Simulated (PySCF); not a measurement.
**SnPb: from constants to spectrum**

UHF-MP2 constants of SnPb, ³Σ⁻ (triplet), unpaired electrons π ↑↑ (basis Sn aug-cc-pVDZ-PP with ECP28, Pb aug-cc-pVDZ-PP with ECP60; scalar-relativistic core potentials; PySCF 2.14; masses 119.9022 and 207.9766 u):

| Property | Result |
| --- | --- |
| ωe | 163.6 cm⁻¹ |
| ωexe | 0.205 cm⁻¹ |
| Be | 0.027396 cm⁻¹ |
| αe | 6.04e-05 cm⁻¹ |
| D (centrifugal) | 3.07e-09 cm⁻¹ |
| De to Sn + Pb | 1.91 eV |

Give the vibrational terms G(v) and spacings up to v = 3.

G(v) = ωe(v+½) − ωexe(v+½)².

| v | G(v) (cm⁻¹) | G(v) − G(v−1) | Bv (cm⁻¹) |
| --- | --- | --- | --- |
| 0 | 81.7 |  | 0.02737 |
| 1 | 244.9 | 163.2 | 0.02731 |
| 2 | 407.7 | 162.8 | 0.02725 |
| 3 | 570.1 | 162.4 | 0.02718 |

Correlated steps freeze 8 core orbitals. Correlated levels converge slowly with the basis: in double zeta they bind strong bonds too weakly, by up to about 1 eV, and carry superposition errors of some tenths. Spin–orbit coupling is left out, which matters for elements this heavy, above all for dissociation energies. The state was picked by a PBE0 search and need not be the measured ground state.
